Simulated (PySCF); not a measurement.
This script is equivalent to a calculation on Br(3+) (bromine, charge +3).

```python
from pyscf import gto, scf, dft, mp, cc
import basis_set_exchange as bse
mol = gto.M(atom="Br 0 0 0", charge=3, spin=2, symmetry="D2h",
            basis=gto.basis.parse(bse.get_basis("x2c-SVPall", elements=["Br"], fmt="nwchem", header=False)),
            nucmod="G")
mf = scf.UHF(mol).sfx2c1e()
mf.irrep_nelec = {'Ag': (6, 6), 'B1g': (1, 1), 'B2g': (1, 1), 'B3g': (1, 1), 'B1u': (3, 2), 'B2u': (3, 2), 'B3u': (2, 2)}
mf.kernel()
```

Question: What total energy does it give?

Answer: -2601.54359 hartree (calculated).

Question: Which occupied shell lies highest, and where?

Answer: 4p α, at -46.565 eV.

Question: What is ⟨S²⟩, and what would a pure spin state give?

Answer: 2.007, against 2.00.
